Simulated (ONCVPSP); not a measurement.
**scandium, ONCV: configuration errors across variants**

ONCVPSP 4.0.1 input, shortened (lines: element, Z, core and valence counts, functional; n l f; lmax; l rc ep ncon nbas qcut; lloc lpopt rc5 dvloc0; l nproj debl; icmod fcfact rcfact), PBE, scalar-relativistic:

```
  Sc 21.00    3    4        4      upf
    1    0    2.00
    2    0    2.00
    2    1    6.00
    3    0    2.00
    3    1    6.00
    3    2    1.00
    4    0    2.00
    3
    0    1.50    0.00    4    8   10.50
    1    1.15    0.00    4    7    5.80
    2    2.10    0.00    3    8    6.00
    3    2.30    0.03    4    8    4.70
    4    5    0.95    4.00
    0    2    4.00
    1    2    2.30
    2    2    1.90
    3    2    2.90
    1    0.55    0.00
```

All-electron excitation energies from the reference (eV): (1) 3s2 3p6 3d1 4s1 6.897; (2) 3s2 3p6 3d1 4s0 19.665; (3) 3s2 3p6 3d1.5 4s1.5 0.680.

3 further variants failed, have other tests or another functional or relativity, and are left out.

Errors AE − PS in meV (a dash: test not solved or not reliable):

| change | (1) | (2) | (3) | bound ghosts | GHOST(+) flags above zero |
| --- | --- | --- | --- | --- | --- |
| base | -0.1 | -1.5 | +15 | none | f |
| core correction polynomial model core, fcfact 0.2 | -0.1 | -1.5 | +15 | none | f |
| f: qcut 5.4 | -0.1 | -1.5 | +15 | none | none |
| local potential polynomial inside 1.05 bohr (lpopt 3, dvloc0 4 Ha) | -0.1 | -1.6 | +15 | none | f |
| f: nbas 9 | -0.1 | -1.5 | +15 | none | none |

Task: Give the same row for: local potential polynomial inside 0.95 bohr (lpopt 5, dvloc0 -1 Ha).

Result: -0.1, -1.3, +15; bound ghosts: none; GHOST(+) flags above zero: f.
